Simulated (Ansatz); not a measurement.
Kohn–Sham single points on `[F][Al-]([F])([F])[SeH2+]`.

```yaml
crystal:
  periodic: [false, false, false]
  atoms:
    - {symbol: F, position_ang: [0.566921, -1.065045, 1.835366]}
    - {symbol: Al, position_ang: [0.257769, -1.027924, 0.216060]}
    - {symbol: F, position_ang: [-1.290263, -1.333428, -0.267271]}
    - {symbol: F, position_ang: [1.470339, -1.431794, -0.825820]}
    - {symbol: Se, position_ang: [0.329153, 1.542773, -0.112107]}
    - {symbol: H, position_ang: [-0.967632, 1.758635, 0.545097]}
    - {symbol: H, position_ang: [-0.304986, 1.488784, -1.436926]}
basis:
  gaussian: {orbitals: def2-TZVPP}
hamiltonian: {xc: {name: wB97M-V}}
output: {forces: true, orbitals: {seedname: orbitals}}
```

```sh
$ ansatz run in.yaml --threads 4 --pin off --events-out ev --progress --plain --max-ram 10444MiB
```

Shortened log:

```
Functional definition: wB97M-V
1253 factors; their error is unknown
246 factors; integrals over basis functions are off by at most 5.2e-6 eV
mean field evaluation 1: about -80128.3855 eV, gradient 6.1e1 eV
mean field evaluation 2: about -80127.4234 eV, gradient 7.5e1 eV
mean field evaluation 4: about -80134.3052 eV, gradient 1.1e0 eV
mean field evaluation 8: about -80134.5694 eV, gradient 5.0e-2 eV
mean field -80134.56945023 eV, -2944.8911101337 hartree, gradient 7.4e-5 eV, S^2 0.000000; 0 other end points of the search recorded, 0 dependent functions left out
reference -80134.56950177 eV, -2944.8911120279 hartree; 38, 38 occupied and 173, 173 virtual orbitals, 1253 factors
Total energy: -80134.56950177 eV, -2944.8911120279 hartree
Atom 0 at     0.566921    -1.065045     1.835366 Å, force     0.020168     0.014845     0.101590 eV/Å
Atom 1 at     0.257769    -1.027924     0.216060 Å, force    -0.001624    -0.044323     0.005841 eV/Å
Atom 2 at    -1.290263    -1.333428    -0.267271 Å, force    -0.095765     0.003701    -0.033153 eV/Å
Atom 3 at     1.470339    -1.431794    -0.825820 Å, force     0.077965    -0.008511    -0.069328 eV/Å
Atom 4 at     0.329153     1.542773    -0.112107 Å, force    -0.162640     0.052230    -0.061564 eV/Å
Atom 5 at    -0.967632     1.758635     0.545097 Å, force     0.106698    -0.019327    -0.049107 eV/Å
Atom 6 at    -0.304986     1.488784    -1.436926 Å, force     0.055198     0.001386     0.105720 eV/Å
Dipole moment:    -0.163118     0.976792    -0.188547 e Å
```

Hardware: 4 threads of an Arm Neoverse V1 on a shared host. Wall time 9.5 s, peak host memory 0.77 GiB.

Changing it to `hamiltonian: {xc: {name: B2PLYP}}` and no forces (abridged; 4.3 s):

```
Functional definition: B2PLYP
mean field evaluation 16: about -80113.3498 eV, gradient 5.8e-5 eV
mean field -80113.34984837 eV, -2944.1113041487 hartree, gradient 5.5e-6 eV, S^2 0.000000
17 core orbitals not correlated: weight in the atoms' cores, before any rotation towards them, 1.000 or more for the frozen orbitals, at most 0.000 for the correlated occupied ones
second order -36.07529698 eV of doubles, -0.00000000 eV of singles
Total energy: -80123.09033717 eV, -2944.4692605097 hartree
```

Changing it to `hamiltonian: {xc: {name: LC-wPBE}}` and no forces (abridged; 2.2 s):

```
Functional definition: LC-wPBE
mean field evaluation 16: about -80125.1273 eV, gradient 5.3e-5 eV
mean field -80125.12729442 eV, -2944.5441173078 hartree, gradient 5.3e-5 eV, S^2 0.000000
Total energy: -80125.12729442 eV, -2944.5441173081 hartree
```

Changing it to `hamiltonian: {xc: hse06, dispersion: d4}` and no forces (abridged; 3 s):

```
Functional definition: HSE06
mean field evaluation 16: about -80121.4894 eV, gradient 2.8e-5 eV
mean field -80121.48937545 eV, -2944.4104262518 hartree, gradient 2.8e-5 eV, S^2 0.000000
Total energy: -80121.60718945 eV, -2944.4147558363 hartree
```

With the line `hamiltonian: {xc: pbe, dispersion: d4}` (abridged; 2 s):

```
Functional definition: PBE
mean field evaluation 16: about -80119.1916 eV, gradient 4.2e-4 eV
mean field -80119.19164741 eV, -2944.3259863038 hartree, gradient 6.2e-5 eV, S^2 0.000000
Total energy: -80119.33861730 eV, -2944.3313873477 hartree
Atom 0 force     0.104299    -0.006364     0.512054 eV/Å
Atom 1 force    -0.022130     0.124397    -0.024416 eV/Å
Atom 2 force    -0.485607    -0.102343    -0.150886 eV/Å
Atom 3 force     0.388911    -0.121706    -0.327107 eV/Å
Atom 4 force     0.386513     0.083547     0.117811 eV/Å
Atom 5 force    -0.237054     0.032195     0.088696 eV/Å
Atom 6 force    -0.134932    -0.009727    -0.216152 eV/Å
Dipole moment:    -0.158604     0.974621    -0.186707 e Å
```

Changing it to `hamiltonian: {xc: {name: revPBE}, dispersion: d4}` and no forces (abridged; 1.7 s):

```
Functional definition: revPBE
mean field evaluation 16: about -80130.6342 eV, gradient 2.0e-4 eV
mean field -80130.63418672 eV, -2944.7464918673 hartree, gradient 2.7e-5 eV, S^2 0.000000
Total energy: -80131.02296137 eV, -2944.7607790722 hartree
```

HSE06 is the plane-wave form, built on full-range PBE exchange.
